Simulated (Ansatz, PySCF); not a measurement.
Process, species as SMILES: C[Si](C)(C)O [hydroxy(trimethyl)silane] → C[Si](C)C + [OH] (HO) (the O-Si bond at the site shown breaks; other sites are not compared here)
Each molecule is optimised on its own at B3LYP-D3(BJ)/def2-TZVP (Ansatz, a quantum-chemistry and plane-wave program), one conformer each, not searched for the lowest. Frequencies are from Ansatz or PySCF.
Geometry of the first species:
```
Si
O 1 1.6645
H 2 0.9597 1 118.16
C 1 1.8653 2 104.90 3 180.00
H 4 1.0919 1 110.92 2 -59.94
H 4 1.0919 5 107.88 1 -121.66
H 4 1.0925 5 107.98 6 -116.47
C 1 1.8744 2 110.33 3 -60.44
H 8 1.0921 1 111.02 2 -57.78
H 8 1.0930 9 107.89 1 121.89
H 8 1.0932 9 107.83 10 115.71
C 1 1.8744 2 110.33 3 60.44
H 12 1.0921 1 111.02 2 57.78
H 12 1.0930 13 107.89 1 -121.89
H 12 1.0932 13 107.83 14 -115.71
```

Property: bond dissociation energy (enthalpy at 298 K, with B3LYP-D3(BJ) rigid-rotor harmonic-oscillator terms), in kcal/mol. Valence correlation only, unless marked. Open shells are spin-unrestricted. Spin-orbit coupling is left out. Non-relativistic. Basis-set limits of correlation are two-point, X^-3; Hartree-Fock from the larger set.

```
level                                        program  bond dissociation energy (kcal/mol)
------------------------------------  --------------  -----------------------------------
B3LYP/def2-TZVPD                              Ansatz                                123.5
PBE0/def2-SVP                                 Ansatz                                    ?
PBE0-D4/def2-TZVP                     Ansatz + dftd4                                125.4
BHLYP-D4/def2-TZVPD                   Ansatz + dftd4                                123.2
wB97M-V/def2-TZVPD                            Ansatz                                131.6
B2PLYP-D4/def2-TZVPD                  Ansatz + dftd4                                    ?
RPA@PBE/cc-pV(T+d)Z                           Ansatz                                121.4
CCSD/6-31G*                                   Ansatz                                    ?
CCSD/aug-cc-pV(T+d)Z                          Ansatz                                    ?
CCSD(T)/CBS(cc-pV(T+d)Z,cc-pV(Q+d)Z)          Ansatz                                132.5
```

Q: What belongs in the gaps?

A: 
- PBE0/def2-SVP, bond dissociation energy (kcal/mol): 123.0
- B2PLYP-D4/def2-TZVPD, bond dissociation energy (kcal/mol): 128.3
- CCSD/6-31G*, bond dissociation energy (kcal/mol): 119.5
- CCSD/aug-cc-pV(T+d)Z, bond dissociation energy (kcal/mol): 126.6
